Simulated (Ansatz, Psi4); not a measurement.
Input for Psi4:
```
memory 2 GB

molecule {
-1 1
C    -1.05528800   -0.06733800    0.00000000
O    -0.83509800   -1.26168100    0.00000000
O    -0.12407900    0.90336900    0.00000000
H    -2.05243900    0.39112600    0.00000000
C     1.23282000    0.41381500    0.00000000
H     1.41704200   -0.18964400    0.88939700
H     1.41704200   -0.18964400   -0.88939700
}

set {
  basis cc-pvdz
  scf_type pk
  puream true
  d_convergence 1e-8
  dft_radial_points 99
  dft_spherical_points 590
}

energy('revpbe')
print_variables()
```

Q: Convert this to an input for Ansatz (a quantum-chemistry and plane-wave program).

A: One answer among several that fit: 
Ansatz 0.2 input:
```yaml
crystal:
  periodic: [false, false, false]
  atoms:
    - {symbol: C, position_ang: [-1.05528800, -0.06733800, 0.00000000]}
    - {symbol: O, position_ang: [-0.83509800, -1.26168100, 0.00000000]}
    - {symbol: O, position_ang: [-0.12407900, 0.90336900, 0.00000000]}
    - {symbol: H, position_ang: [-2.05243900, 0.39112600, 0.00000000]}
    - {symbol: C, position_ang: [1.23282000, 0.41381500, 0.00000000]}
    - {symbol: H, position_ang: [1.41704200, -0.18964400, 0.88939700]}
    - {symbol: H, position_ang: [1.41704200, -0.18964400, -0.88939700]}
basis:
  gaussian:
    orbitals: cc-pVDZ
hamiltonian:
  xc: revpbe
total_charge: -1
accuracy: high
```

Both were run: Psi4 gave -228.325891 Eh and Ansatz -228.325891 Eh, 0.000 mEh apart.
